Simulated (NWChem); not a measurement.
System: C$_{2}$H$_{5}$BO; SMILES C=CBO

The following NWChem deck was run.

```
start job
memory heap 200 mb stack 900 mb global 1100 mb
geometry units angstroms noautoz
  B     -0.457378     0.634633     0.001500
  H     -1.653651     0.566569     0.003375
  C      0.419675    -0.649924     0.001824
  C     -0.129496    -1.874921    -0.001366
  H      1.513010    -0.586791     0.003958
  H      0.459087    -2.791158    -0.002133
  H     -1.210445    -2.004143    -0.003454
  O      0.058613     1.895032    -0.001175
  H      1.028693     1.899591    -0.002719
end
basis spherical
  * library 6-31+g*
end
dft
  xc m06-2x
  iterations 150
  vectors input atomic output neutral.movecs
end
task dft energy
charge 1
dft
  odft
  mult 2
  vectors input atomic output cation.movecs
end
task dft energy
charge -1
dft
  odft
  mult 2
  vectors input atomic output anion.movecs
end
task dft energy
```

The geometry was optimised at B3LYP/6-31G* (spherical d).

Ions are spin-unrestricted doublets at the neutral geometry; other ion states weren't tried.

Question: What results follow from this input? (M06-2X/6-31+G* (spherical d), vertical spin-unrestricted ions.) Quantities: vertical ionisation energy, ΔSCF (eV); −ε(HOMO) (eV).

Answer: 
| Quantity | Value |
|---|---|
| vertical ionisation energy, ΔSCF (eV) | 11.32 |
| −ε(HOMO) (eV) | 9.37 |
